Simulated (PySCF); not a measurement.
Predicted microwave data (PBE0/pcSseg-1 in PySCF (dipole) on a GFN2-xTB geometry, gas phase) for one isomer of C7H10SSi:

```
Rotational constants : A = 3742, B = 509.9, C = 471.8 MHz
Dipole components    : |μa| = 0.31 D, |μb| = 1.20 D, |μc| = 0.01 D
Inertial defect      : -55.04 u·Å²
κ                    : -0.98
```

Problem. Which structure is it? (One computed conformer of each.)
A. `[CH2:1]=[CH:2][CH2:3][c:4]1[cH:5][s:6][c:7]([SiH3:8])[cH:9]1` with C1–C2–C3–C4 117°, C2–C3–C4–C5 111°
B. `[SH:1][SiH2:2][CH2:3][c:4]1[cH:5][cH:6][cH:7][cH:8][cH:9]1` with H–S1–Si2–C3 -38°, S1–Si2–C3–C4 57°, Si2–C3–C4–C5 -96°
C. `[CH:1]#[C:2][C@@H:3]1[CH2:4][C@:5]12[CH2:6][C@H:7]2[S:8][SiH3:9]` with C6–C7–S8–Si9 -77°
D. `[CH:1]#[C:2]/[CH:3]=[CH:4]/[C:5](=[S:6])[CH2:7][CH2:8][SiH3:9]` with C3–C4–C5–S6 -5°, C4–C5–C7–C8 -68°, C5–C7–C8–Si9 -57°

Solution. C. It is C#C[C@@H]1C[C@]12C[C@H]2S[SiH3], a near-prolate asymmetric top, point group C1. The candidates at the same level (rigid rotor, commonest isotopes):

| SMILES | A (MHz) | B (MHz) | C (MHz) | μa (D) | μb (D) | μc (D) | Δ (u·Å²) | point group | rotor |
| --- | --- | --- | --- | --- | --- | --- | --- | --- | --- |
| C#C[C@@H]1C[C@]12C[C@H]2S[SiH3] | 3742 | 509.9 | 471.8 | 0.31 | 1.20 | 0.01 | -55.04 | C1 | near-prolate asymmetric top |
| C=CCc1csc([SiH3])c1 | 2043 | 669.2 | 529.3 | 0.90 | 0.06 | 0.19 | -47.86 | C1 | asymmetric top |
| C#C/C=C/C(=S)CC[SiH3] | 1627 | 617.9 | 533.4 | 1.11 | 2.31 | 1.57 | -181.15 | C1 | asymmetric top |
| S[SiH2]Cc1ccccc1 | 2110 | 733.6 | 639.5 | 1.49 | 1.39 | 0.46 | -138.11 | C1 | asymmetric top |

`S[SiH2]Cc1ccccc1` has B 44 % too high; `C#C/C=C/C(=S)CC[SiH3]` has A 57 % too low; `C=CCc1csc([SiH3])c1` has A 45 % too low. No structure here is proved a minimum.
